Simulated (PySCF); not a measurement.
C₅H₆OSi, SMILES C[Si](C#C)(O)C#C. Atoms are numbered in the order given.

```xyz
13

C     -0.1761     1.4416     2.4634
C     -0.0777     0.7367     1.4760
Si     0.0677    -0.3520     0.0000
C     -1.2431    -1.6603     0.0000
O      1.5375    -1.1277     0.0000
C     -0.0777     0.7367    -1.4760
C     -0.1761     1.4416    -2.4634
H     -0.2640     2.0664     3.3348
H     -1.1452    -2.2943     0.8939
H     -1.1452    -2.2943    -0.8939
H     -2.2443    -1.2045     0.0000
H      2.3189    -0.5669     0.0000
H     -0.2640     2.0664    -3.3348
```
Charge 0, spin multiplicity 1.

Geometry: PBE0-D3(BJ)/def2-SVP. The values are those of a single conformer.

All values below come from PySCF with PBE/def2-TZVP.

Atomic charges (e):

```
atom    IAO  Mulliken
----  -----  --------
C1    -0.18     -0.14
C2    -0.35     -0.13
Si3    1.28      0.36
C4    -0.75     -0.45
O5    -0.77     -0.47
C6    -0.35     -0.13
C7    -0.18     -0.14
H8     0.20      0.17
H9     0.17      0.14
H10    0.17      0.14
H11    0.17      0.14
H12    0.37      0.31
H13    0.20      0.17
```

Computed Mayer and Wiberg (Löwdin basis) orders of the bonds:
```csv
bond,Mayer,Wiberg
C1–C2,2.63,2.99
C2–Si3,0.99,1.07
Si3–C4,1.01,1.17
Si3–O5,1.28,1.63
Si3–C6,0.99,1.07
C6–C7,2.63,2.99
C1–H8,0.99,0.92
C4–H9,0.94,0.89
C4–H10,0.94,0.89
C4–H11,0.94,0.89
O5–H12,0.88,1.02
C7–H13,0.99,0.92
```
